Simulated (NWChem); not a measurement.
System: GeNH₃, singlet; SMILES [NH2][GeH]

All runs: NWChem. Low-valent species are run as closed-shell singlets; no triplet was tried in these runs. Structure relaxed at the PBE0/def2-SVP level. Ions are spin-unrestricted doublets at the neutral geometry; other ion states weren't tried.

Question: Predict the results for Hartree-Fock/def2-TZVP. Quantities: vertical ionisation energy, ΔSCF (eV); −ε(HOMO) (eV).

Answer: The vertical ionisation energy, ΔSCF (eV) is 8.09 and the −ε(HOMO) (eV) is 8.96.
